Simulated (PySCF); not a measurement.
**Ionisation energy of O⁺ by level of theory**

O⁺ [He] 2s2 2p3 (4S) → O²⁺ [He] 2s2 2p2 (3P), as a difference of total energies. Computed with PySCF 2.14 in aug-cc-pVTZ-DK, with scalar relativity by spin-free X2C-1e. Correlated levels: valence: 1s2 frozen. The calculations carry no spin-orbit coupling.

```json
{"method": "UHF", "ionisation energy (eV)": "34.556"}
{"method": "LDA", "ionisation energy (eV)": "35.562"}
{"method": "PBE", "ionisation energy (eV)": "35.263"}
{"method": "PBE0", "ionisation energy (eV)": "35.295"}
{"method": "r2SCAN", "ionisation energy (eV)": "35.463"}
{"method": "r2SCAN0", "ionisation energy (eV)": "35.432"}
{"method": "M06", "ionisation energy (eV)": "35.463"}
{"method": "B3LYP", "ionisation energy (eV)": "35.277"}
{"method": "B97-3", "ionisation energy (eV)": "35.172"}
{"method": "MP2 (valence)", "ionisation energy (eV)": "35.188"}
{"method": "SCS-MP2 (valence)", "ionisation energy (eV)": "34.932"}
```

Question: How much does correlation contribute at MP2 (valence)?

Answer: 35.188 − (34.556) = 0.632 eV, measured against UHF.

A first-order spin-orbit estimate (lowest level to lowest level, LS coupling) adds -0.027 eV.

Errors of the correlated levels include the incompleteness of this basis and the frozen core.

For comparison: 35.121 eV (measured; NIST Atomic Spectra Database, ionization energies).
